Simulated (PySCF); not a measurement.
C2H8BClN2 (SMILES CN(C)B(N)Cl), singlet, at a GFN2-xTB geometry; PySCF with PBE0/6-31G.

The PySCF input:
```python
from pyscf import gto, scf, dft, solvent

mol = gto.Mole()
mol.atom = '''
    B     0.33257199   -0.34139973    0.31878687
    Cl    1.50071044   -0.50470426   -0.98658436
    N     0.64481249   -1.03699458    1.49618290
    H     0.08475532   -1.04663987    2.32792060
    H     1.48106868   -1.58664278    1.57480699
    N    -0.80994247    0.44751394    0.12247328
    C    -1.10869766    1.15568696   -1.10385373
    C    -1.83741803    0.65650958    1.11764723
    H    -2.06148206    0.81074317   -1.51814308
    H    -1.18521754    2.23068343   -0.91163699
    H    -0.32413687    0.98377324   -1.83488610
    H    -1.92904131    1.72267210    1.34987436
    H    -2.80446528    0.30409390    0.74395005
    H    -1.60381446    0.12147308    2.03275979
'''
mol.basis = '6-31g'
mol.verbose = 4
mol.build()

mf = dft.RKS(mol)
mf.xc = 'pbe0'
mf.kernel()
mf.analyze()
```

It wrote (shortened):

```
PySCF version 2.14.0

[INPUT] verbose = 4
[INPUT] num. atoms = 14
[INPUT] num. electrons = 56
[INPUT] charge = 0
[INPUT] spin (= nelec alpha-beta = 2S) = 0
[INPUT] symmetry False subgroup None
[INPUT] Mole.unit = angstrom
[INPUT] Symbol           X                Y                Z      unit          X                Y                Z       unit  Magmom
[INPUT]  1 B      0.332571990000  -0.341399730000   0.318786870000 AA    0.628469977802  -0.645151988700   0.602419876407 Bohr   0.0
[INPUT]  2 Cl     1.500710440000  -0.504704260000  -0.986584360000 AA    2.835931723876  -0.953752825301  -1.864374239179 Bohr   0.0
[INPUT]  3 N      0.644812490000  -1.036994580000   1.496182900000 AA    1.218519007799  -1.959635748858   2.827375913258 Bohr   0.0
[INPUT]  4 H      0.084755320000  -1.046639870000   2.327920600000 AA    0.160164342400  -1.977862705350   4.399132373733 Bohr   0.0
[INPUT]  5 H      1.481068680000  -1.586642780000   1.574806990000 AA    2.798814176871  -2.998320311719   2.975953910151 Bohr   0.0
[INPUT]  6 N     -0.809942470000   0.447513940000   0.122473280000 AA   -1.530569444954   0.845678783525   0.231440956777 Bohr   0.0
[INPUT]  7 C     -1.108697660000   1.155686960000  -1.103853730000 AA   -2.095134932346   2.183931840131  -2.085981231280 Bohr   0.0
[INPUT]  8 C     -1.837418030000   0.656509580000   1.117647230000 AA   -3.472216853038   1.240623304353   2.112047168579 Bohr   0.0
[INPUT]  9 H     -2.061482060000   0.810743170000  -1.518143080000 AA   -3.895636504104   1.532082548662  -2.868874639104 Bohr   0.0
[INPUT] 10 H     -1.185217540000   2.230683430000  -0.911636990000 AA   -2.239736548631   4.215380753305  -1.722744236123 Bohr   0.0
[INPUT] 11 H     -0.324136870000   0.983773240000  -1.834886100000 AA   -0.612529911174   1.859061992276  -3.467432198771 Bohr   0.0
[INPUT] 12 H     -1.929041310000   1.722672100000   1.349874360000 AA   -3.645359758872   3.255378471429   2.550892842973 Bohr   0.0
[INPUT] 13 H     -2.804465280000   0.304093900000   0.743950050000 AA   -5.299671305052   0.574654187151   1.405861844856 Bohr   0.0
[INPUT] 14 H     -1.603814460000   0.121473080000   2.032759790000 AA   -3.030770084017   0.229550852707   3.841359280128 Bohr   0.0

nuclear repulsion = 290.636726125269
number of shells = 48
number of NR pGTOs = 188
number of NR cGTOs = 74
basis = 6-31g
ecp = {}

******** <class 'pyscf.dft.rks.RKS'> ********
method = RKS
initial guess = minao
damping factor = 0
level_shift factor = 0
DIIS = <class 'pyscf.scf.diis.CDIIS'>
diis_start_cycle = 1
diis_space = 8
diis_damp = 0
SCF conv_tol = 1e-09
SCF conv_tol_grad = None
SCF max_cycles = 50
direct_scf = True
direct_scf_tol = 1e-13
XC library pyscf.dft.libxc version 7.1.2
    S. Lehtola, C. Steigemann, M. J. T. Oliveira, and M. A. L. Marques,  SoftwareX 7, 1–5 (2018)
XC functionals = pbe0
    C. Adamo and V. Barone,  J. Chem. Phys. 110, 6158 (1999)
    M. Ernzerhof and G. E. Scuseria,  J. Chem. Phys. 110, 5029 (1999)
radial grids:
    Treutler-Ahlrichs [JCP 102, 346 (1995); DOI:10.1063/1.469408] (M4) radial grids

becke partition: Becke, JCP 88, 2547 (1988); DOI:10.1063/1.454033
pruning grids: <function nwchem_prune>
grids dens level: 3
symmetrized grids: False
atomic radii adjust function: <function treutler_atomic_radii_adjust>
small_rho_cutoff = 0
Set gradient conv threshold to 3.16228e-05
Initial guess from minao.
tot grids = 167432
init E= -675.885421505916
  HOMO = -0.266923277579969  LUMO = 0.0158390884528086  gap/eV = 7.69436
cycle= 1 E= -675.153593562306  delta_E= 0.732  |g|= 0.416  |ddm|= 3.43
  HOMO = -0.178879515914089  LUMO = 0.0966374886081853  gap/eV = 7.49720
cycle= 2 E= -675.150999719707  delta_E= 0.00259  |g|= 0.451  |ddm|= 0.839
  HOMO = -0.234550788991567  LUMO = 0.0786374714476994  gap/eV = 8.52229
cycle= 3 E= -675.196962940098  delta_E= -0.046  |g|= 0.0486  |ddm|= 0.391
  HOMO = -0.232123454694788  LUMO = 0.0825439772938013  gap/eV = 8.56254
cycle= 4 E= -675.197542357366  delta_E= -0.000579  |g|= 0.0147  |ddm|= 0.0778
  HOMO = -0.232333980871801  LUMO = 0.0827760703512486  gap/eV = 8.57458
cycle= 5 E= -675.197599038242  delta_E= -5.67e-05  |g|= 0.00287  |ddm|= 0.0188
  HOMO = -0.232262147795152  LUMO = 0.0827079046410986  gap/eV = 8.57077
cycle= 6 E= -675.197601325573  delta_E= -2.29e-06  |g|= 0.000752  |ddm|= 0.00416
  HOMO = -0.23224829741715  LUMO = 0.0826447963139336  gap/eV = 8.56868
cycle= 7 E= -675.197601458677  delta_E= -1.33e-07  |g|= 0.000327  |ddm|= 0.00112
  HOMO = -0.232288158793296  LUMO = 0.0826431775925325  gap/eV = 8.56972
cycle= 8 E= -675.197601483643  delta_E= -2.5e-08  |g|= 3.85e-05  |ddm|= 0.000369
  HOMO = -0.232285431902373  LUMO = 0.0826445392285478  gap/eV = 8.56968
cycle= 9 E= -675.197601483937  delta_E= -2.94e-10  |g|= 1.35e-05  |ddm|= 4.5e-05
  HOMO = -0.232283369604381  LUMO = 0.082645951078496  gap/eV = 8.56966
Extra cycle  E= -675.197601483938  delta_E= -1.14e-12  |g|= 1.36e-05  |ddm|= 3.85e-05
converged SCF energy = -675.197601483938
**** SCF Summaries ****
Total Energy =                        -675.197601483938342
Nuclear Repulsion Energy =             290.636726125269035
One-electron Energy =                -1502.928977773448651
Two-electron Energy =                  537.094650164241330
Two-electron Coulomb Energy =          596.827219930285423
DFT Exchange-Correlation Energy =      -59.732569766044136
HOMO-LUMO gap [eV] =                     8.569663314118140
**** MO energy ****
MO #1   energy= -101.66309238453   occ= 2
MO #2   energy= -14.3945416920718  occ= 2
MO #3   energy= -14.3753605982785  occ= 2
MO #4   energy= -10.2578063323542  occ= 2
MO #5   energy= -10.2450347130669  occ= 2
MO #6   energy= -9.49842219713826  occ= 2
MO #7   energy= -7.2314196296184   occ= 2
MO #8   energy= -7.22439559123715  occ= 2
MO #9   energy= -7.2238883537117   occ= 2
MO #10  energy= -6.81900063813894  occ= 2
MO #11  energy= -0.950404720842404 occ= 2
MO #12  energy= -0.890374562118505 occ= 2
MO #13  energy= -0.835098714667619 occ= 2
MO #14  energy= -0.738379787645369 occ= 2
MO #15  energy= -0.669369345103937 occ= 2
MO #16  energy= -0.543674972262217 occ= 2
MO #17  energy= -0.529833879485856 occ= 2
MO #18  energy= -0.498516885775369 occ= 2
MO #19  energy= -0.478583064594313 occ= 2
MO #20  energy= -0.46162200929601  occ= 2
MO #21  energy= -0.408384865577275 occ= 2
MO #22  energy= -0.403760891732474 occ= 2
MO #23  energy= -0.396032796570634 occ= 2
MO #24  energy= -0.379275875629745 occ= 2
MO #25  energy= -0.354982579916764 occ= 2
MO #26  energy= -0.308652048340849 occ= 2
MO #27  energy= -0.2859987790977   occ= 2
MO #28  energy= -0.232283369604381 occ= 2
MO #29  energy= 0.082645951078496  occ= 0
MO #30  energy= 0.0895565811291235 occ= 0
MO #31  energy= 0.116488027092713  occ= 0
MO #32  energy= 0.123900919685143  occ= 0
MO #33  energy= 0.15532743423867   occ= 0
MO #34  energy= 0.176027350176228  occ= 0
MO #35  energy= 0.177567930972452  occ= 0
MO #36  energy= 0.191587093109805  occ= 0
 ** Mulliken pop on meta-lowdin orthogonal AOs  **
 ** Mulliken pop  **
 ** Mulliken atomic charges  **
charge of    0B =      0.09944
charge of    1Cl =     -0.14593
charge of    2N =     -0.45849
charge of    3H =      0.22705
charge of    4H =      0.24026
charge of    5N =     -0.16077
charge of    6C =     -0.24694
charge of    7C =     -0.23605
charge of    8H =      0.10586
charge of    9H =      0.10586
charge of   10H =      0.13571
charge of   11H =      0.11083
charge of   12H =      0.11083
charge of   13H =      0.11235
Dipole moment(X, Y, Z, Debye): -2.11399,  0.27644,  2.40707
```
